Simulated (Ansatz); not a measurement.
Stepwise reaction of `NB(N)O[SiH3]` with hydrogen chloride, as a gas-phase model of exchange steps in deposition or etching. ΔE in kJ/mol; ΔG adds harmonic PBE0-D4 terms to CCSD(T)/CBS, at 1 bar.

Computed with Ansatz on PBE0-D4/def2-TZVP structures; ΔE is electronic, products minus reactants. CCSD(T)/CBS adds triple-zeta CCSD(T) − MP2 to the extrapolated MP2 energy (def2 sets, frozen cores). This one scheme is used for every species. Functionals use def2-TZVPP. B3LYP here is the variant with VWN-RPA as its local correlation; programs differ in this. Each species was taken in one conformer, which may not be the lowest.

```json
{"step": "2", "reaction": "`NB(Cl)O[SiH3]` + HCl → `[SiH3]OB(Cl)Cl` + NH₃", "PBE-D4": "20.5", "B3LYP-D4": "27.1", "ωB97M-V": "25.3", "CCSD(T)/CBS": "24.5", "ΔG(400 K)": "28.8"}
```

(1) Give the row of step 1, `NB(N)O[SiH3]` + HCl → `NB(Cl)O[SiH3]` + NH₃. (Best estimate.)

(2) By hand: ΔE of the 2 steps together at CCSD(T)/CBS.

Results:

(1) Ansatz gave: 
| step | reaction | PBE-D4 | B3LYP-D4 | ωB97M-V | CCSD(T)/CBS | ΔG(400 K) |
| --- | --- | --- | --- | --- | --- | --- |
| 1 | `NB(N)O[SiH3]` + HCl → `NB(Cl)O[SiH3]` + NH₃ | -6.5 | -1.8 | -2.4 | -2.9 | 2.5 |

(2) (-2.9) + (24.5) = 21.6 kJ/mol, or 10.8 kJ/mol a step.

In ΔE each step is higher than the one before. ΔG lies between 2.5 and 28.8 kJ/mol a step. PBE-D4 differs from CCSD(T)/CBS by -4.0 to -3.6 kJ/mol a step. Isolated molecules leave out the surface, adducts and barriers. Largest T1 diagnostic: 0.012.
